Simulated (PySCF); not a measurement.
Static response to an electric field

Species: C4H9ClSi.
Atom-mapped SMILES: `[CH2:1]=[C:2]([Cl:3])[C@@H:4]([CH3:5])[SiH3:6]` (hydrogens: H7, H8 on C1; H9 on C4; H10, H11, H12 on C5; H13, H14, H15 on Si6)

Cartesian coordinates in Å at the GFN2-xTB level; atoms count from 1:
```xyz
15
C4H9ClSi angstrom
C      2.313    0.328   -0.091
C      1.084    0.262    0.391
Cl     0.760    0.887    1.979
C     -0.115   -0.269   -0.310
C     -0.713   -1.463    0.436
Si    -1.419    1.122   -0.543
H      2.536   -0.048   -1.074
H      3.130    0.749    0.468
H      0.216   -0.612   -1.295
H     -1.024   -1.175    1.437
H      0.019   -2.266    0.524
H     -1.580   -1.844   -0.097
H     -0.739    2.303   -1.075
H     -2.403    0.617   -1.503
H     -2.068    1.416    0.731
```

Level: PBE0/def2-SVPD (PySCF), static field, nuclei fixed, core orbitals frozen in the response. The polarisability tensor in these axes (au):

```
x   102.15  -0.54  -0.22
y    -0.54  81.05   1.89
z    -0.22   1.89  86.54
```

Q: Give the principal values, the mean and the anisotropy Δα = √{½[(α1 − α2)² + (α2 − α3)² + (α1 − α3)²]}.

A: Principal values 80.45, 87.12 and 102.17 au; mean 89.91 au = 13.32 Å³ = 14.82 × 10⁻⁴⁰ C²·m²/J; Δα = 19.27 au (21 % of the mean).

Q: What is the dipole moment, and where does it point?

A: (0.07, -0.92, -1.29) D, 1.58 D in size, pointing from the negative to the positive side. Measured along this direction, the outermost atoms are Cl3 at the negative end and H9 at the positive end.

Q: What would n − 1 = 2πNα be for an ideal gas of these molecules at 298.15 K and 1 atm, electronic part alone?

A: N = p/kT = 2.4615 × 10¹⁹ cm⁻³, so n − 1 = 2π × N × 13.32 × 10⁻²⁴ cm³ = 2061 × 10⁻⁶ at long wavelengths.

Q: Find the Langevin capture rate constant for NO+ (29.998 u) meeting this molecule (120.016 u), k = 2.342 × 10⁻⁹ cm³/s × √(α in Å³ / reduced mass in u).

A: The reduced mass is 24.00 u, so k = 1.75 × 10⁻⁹ cm³/s. The formula leaves out the permanent dipole, which adds to the capture rate.

Q: Sum over states: ᾱ = Σ f/ω², ω in Eh. What share falls to these 8 lowest TDDFT singlets (eV, f)? 6.39, 0.0824; 6.49, 0.2042; 6.69, 0.0246; 7.15, 0.0053; 7.30, 0.0320; 7.44, 0.0648; 7.47, 0.0046; 7.59, 0.0176.

A: They add up to 7.16 au, 8.0 % of the 89.91 au; the largest single term is 3.59 au, from the state at 6.49 eV. Terms in order: 1.49, 3.59, 0.41, 0.08, 0.45, 0.87, 0.06, 0.23 au. Higher excitations give the rest. The strengths listed sum to 0.435.

Isolated species at its GFN2-xTB geometry (one conformer only).

These values come from a run that also computed excited states. Time: 62 s wall; peak memory 0.82 GiB. Hardware: an Arm Neoverse N1 with one thread (shared host).
